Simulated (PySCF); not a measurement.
PySCF input for H2O4P, SMILES [O]P(=O)(O)O, multiplicity 2, IEF-PCM-ωB97X/def2-SVP. Geometry: PBE0-D3(BJ)/def2-SVP. The isomer is the one that the SMILES or the coordinates give; other isomers of the formula were not compared. One conformer was computed; it need not be the lowest.

```python
import numpy as np
from pyscf import gto, scf, dft
from pyscf.solvent import pcm

mol = gto.M(
    atom='''
    O    -1.11553984   -0.21132172   -1.09349724
    P    -0.08189896   -0.01921948    0.00848148
    O    -0.93547137    0.31022511    1.22401766
    O     1.02733436    1.10231978   -0.30470465
    O     0.86996396   -1.28371699    0.17188647
    H     0.65495596    1.99322452   -0.35079841
    H     1.80323174   -1.04498189    0.24195836
    ''',
    basis='def2-SVP',
    charge=0,
    spin=1,
    max_memory=1600,
    verbose=3,
)
mf = dft.UKS(mol, xc='wb97x').density_fit(auxbasis='def2-universal-jkfit')
mf.grids.level = 3
mf.conv_tol = 1e-9
mf.max_cycle = 100
mf.kernel()
fine, coarse = mf.grids, dft.Grids(mol).set(level=1).build(with_non0tab=True)
for _ in range(3):  # follow internal instabilities
    mf.grids = coarse
    mo, _, stable, _ = mf.stability(return_status=True, nroots=4)
    mf.grids = fine
    if stable:
        break
    mf.kernel(mf.make_rdm1(mo, mf.mo_occ))
res = {}
for name, eps in {'water': 78.355, 'dimethylsulfoxide': 46.826, 'acetone': 20.493}.items():
    s = mf.PCM()
    s.with_solvent.method, s.with_solvent.eps, s.with_solvent.lebedev_order = 'IEF-PCM', eps, 29
    s.kernel(mf.make_rdm1())
    res[name] = (s.e_tot, eps, s.dip_moment(), s.mo_energy, s.converged)
    print(f'{name}: electrostatic solvation free energy {(s.e_tot - mf.e_tot) * 627.509474:.3f} kcal/mol')
```

Program output:

```

WARN: HOMO -0.426549973204763 >= LUMO -0.426549973204763

converged SCF energy = -643.037052642673  <S^2> = 0.7626519  2S+1 = 2.0126121
<class 'pyscf.df.df_jk.DFUKS'> wavefunction is stable in the internal stability analysis

WARN: PCM is an experimental feature. It is still in testing.
Features and APIs may be changed in the future.

converged SCF energy = -643.056112464217  <S^2> = 0.76214584  2S+1 = 2.0121092
Dipole moment(X, Y, Z, Debye):  4.27216,  2.12054, -0.14758
water: electrostatic solvation free energy -11.960 kcal/mol

WARN: PCM is an experimental feature. It is still in testing.
Features and APIs may be changed in the future.

converged SCF energy = -643.055849535209  <S^2> = 0.76215221  2S+1 = 2.0121155
Dipole moment(X, Y, Z, Debye):  4.26257,  2.11443, -0.14937
dimethylsulfoxide: electrostatic solvation free energy -11.795 kcal/mol

WARN: PCM is an experimental feature. It is still in testing.
Features and APIs may be changed in the future.

converged SCF energy = -643.055028439101  <S^2> = 0.76217221  2S+1 = 2.0121354
Dipole moment(X, Y, Z, Debye):  4.23261,  2.09556, -0.15461
acetone: electrostatic solvation free energy -11.280 kcal/mol
```

Self-consistency was reached.

Cost: very roughly 2.6 core-minutes.
